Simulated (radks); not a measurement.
Excited configurations of Sb II: one electron is placed in a higher orbital outside [Kr] 4d10 5s2 5p1. The ground configuration is [Kr] 4d10 5s2 5p2. Calculated with a radial shooting solver on a logarithmic mesh with Libxc functionals: Dirac Kohn-Sham, BLYP, spin-unpolarised, spherical densities, point nucleus; open shells fill j = l - 1/2 first. Excitation = E - E(ground); binding = E(ion) - E, where the ion is the core of charge +2; n* = 2/sqrt(2 binding) in atomic units, and the quantum defect is n - n*.

outer orbital,excitation (eV),binding (eV),eigenvalue (eV),<r> (bohr)
4f5/2,12.778,3.555,-2.333,8.042
5d3/2,9.307,7.026,-4.650,4.530
6s1/2,8.303,8.030,-6.101,5.277
6p1/2,10.145,6.188,-4.648,6.336
6d3/2,12.409,3.924,-2.935,9.366
6f5/2,14.472,1.861,-1.399,19.94
7s1/2,11.947,4.386,-3.414,9.685
7f5/2,14.918,1.415,-1.096,27.75

The Delta-SCF ionisation energy is 16.333 eV (NIST Atomic Spectra Database: 16.63 eV, measured). Self-interaction in the functional shifts the binding energies and quantum defects, so they are the method's values and not measured ones. Spin polarisation and multiplet splitting are left out, so open shells lie too high by an amount that depends on their filling.

Beside tabulated values, note that spin-unpolarised runs miss the spin-polarisation part of the exchange energy of open shells.
